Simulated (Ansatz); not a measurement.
Species: Si$_{2}$H$_{3}$ (charge 0, doublet). It need not be the lowest isomer of its formula. 
Structure (B3LYP-D3(BJ)/def2-TZVP (Ansatz, a quantum-chemistry and plane-wave program) minimum search):
```
Si
H 1 1.4867
H 1 1.4882 2 107.07
Si 1 2.2898 2 123.22 3 -169.59
H 4 1.5229 1 88.46 2 -175.19
```
Charge 0, spin multiplicity 2.

Basis-set convergence of Hartree-Fock and CCSD(T) correlation energies (hartree) with Ansatz. Cores are frozen in the correlated levels unless marked. UHF or UKS for open shells. Spin-orbit coupling is left out. Non-relativistic.

The UHF reference is spin-contaminated (<S^2> 0.19 over the pure value in the largest basis). The T1 diagnostic of CCSD in the largest basis is 0.049, which is high, so the coupled-cluster rows are less sure than usual.

| basis | functions | E(HF) | E(corr, CCSD(T)) |
|---|---|---|---|
| def2-SVP | 51 | -579.33200 | -0.21661 |
| def2-TZVPP | 126 | [?] | [?] |

Task: Fill in the missing entries.

Result: 
- def2-TZVPP, E(HF): -579.53575
- def2-TZVPP, E(corr, CCSD(T)): -0.26324
